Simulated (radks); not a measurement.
The palladium ion Pd+ inside a hard spherical wall (all orbitals vanish at R), configuration held at [Kr] 4d9 and not refilled when levels cross. Method: scalar-relativistic Kohn-Sham, LDA (Slater exchange, VWN5 correlation), spin-polarised, spherical densities, finite nucleus; open shells are filled with parallel spins first (spin-orbit coupling, left out, can overturn this in heavy ions); Fermi nuclear charge, rms radius 4.5318 fm; computed with a radial shooting solver on a logarithmic mesh with Libxc functionals. Eigenvalues in eV for spin up, with the zero of energy where the potential of the charges vanishes at infinity; a dash marks a level that is unbound or too diffuse for the functional's potential to be trusted. A positive occupied level is held by the wall or, in an anion where self-interaction has pushed it up, behind a barrier. The pressure on the wall is -dE/dV.

R (bohr)  E (hartree)  kinetic (hartree)    e(3d)    e(4s)    e(4p)    e(4d)  e(5s, empty)  e(5p, empty)  pressure (GPa)
free      -5040.71579           5226.828  -337.44  -97.091  -62.948  -15.179       -11.497        -6.449               0
12        -5040.71579           5226.828  -337.44  -97.091  -62.948  -15.179       -11.497        -6.447        < 0.0001
10        -5040.71579           5226.828  -337.44  -97.090  -62.948  -15.179       -11.497        -6.434        < 0.0001
8         -5040.71574           5226.829  -337.44  -97.086  -62.944  -15.175       -11.482        -6.326         0.00340
6         -5040.71363           5226.850  -337.31  -96.970  -62.831  -15.072       -11.206        -5.496           0.263
4         -5040.62420           5227.420  -334.90  -94.839  -60.785  -13.121        -6.814         1.671            25.5
3.5       -5040.47571           5228.209  -332.28  -92.648  -58.696  -11.003        -2.013         8.301            89.9
3         -5040.05824           5230.226  -326.94  -88.401  -54.639   -6.608         8.399        21.708             356
2         -5033.88205           5256.615  -287.13  -59.924  -25.500   28.276        98.729        124.76           10800
1.5       -5011.25258           5337.869  -212.84    0.824   40.881   106.06        304.60        340.49           97400
